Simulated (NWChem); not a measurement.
SiHOF3; SMILES O[Si](F)(F)F

```xyz
6

O      0.9244    -1.3423     0.0055
Si    -0.0055    -0.0179     0.0000
F      0.2548     0.9037    -1.2780
F     -1.5249    -0.4860    -0.0099
F      0.2384     0.9030     1.2816
H      1.8815    -1.2565     0.0115
```
Atoms are numbered in this order, from 1.

Results from NWChem. Structure relaxed at the PBE0/def2-SVP level. Isolated, static molecule.

GIAO at BHandHLYP/pcSseg-1: principal shieldings of Si2 are 444.8, 448.1, 486.3 ppm; an isolated tetramethylsilane molecule has σ = 358.3 ppm at the same levels.

### Question
Find the isotropic 29Si shift, its principal values, the span and the skew.

### Answer

1. σ(iso) = one third of the sum = 459.7 ppm.
2. δ = σ(reference) − σ = -101.4 ppm against tetramethylsilane.
3. δ11, δ22, δ33 = -86.5, -89.8, -128.0 ppm.
4. Span Ω = δ11 − δ33 = 41.5 ppm; skew κ = 3(δ22 − δ(iso))/Ω = 0.84.
